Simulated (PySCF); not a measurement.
## Radial density of Cr¹²⁺ (chromium, charge +12)

BP86, [Ne] 3s2, closed-shell 1S. Computed with PySCF 2.14 in an uncontracted even-tempered set (18 s from 0.81 bohr⁻², ratio 2.5; 11 p from 1.1 bohr⁻², ratio 2.5; 5 d from 4.4 bohr⁻², ratio 2.7; 4 f from 6.6 bohr⁻², ratio 2.7), with scalar relativity by spin-free X2C-1e.

```csv
r (bohr),4πr²ρ (e/bohr)
0.000993,0.1536
0.00167,0.3974
0.00281,1.007
0.00472,2.467
0.00795,5.708
0.0134,11.96
0.0225,21.18
0.0378,28.38
0.0636,25.59
0.107,21.05
0.180,29.48
0.303,21.94
0.509,5.431
0.856,2.893
1.44,0.1710
2.42,0.0004159
```

Densities and radii are taken from the X2C orbitals without a picture-change correction, which distorts them close to the nucleus.
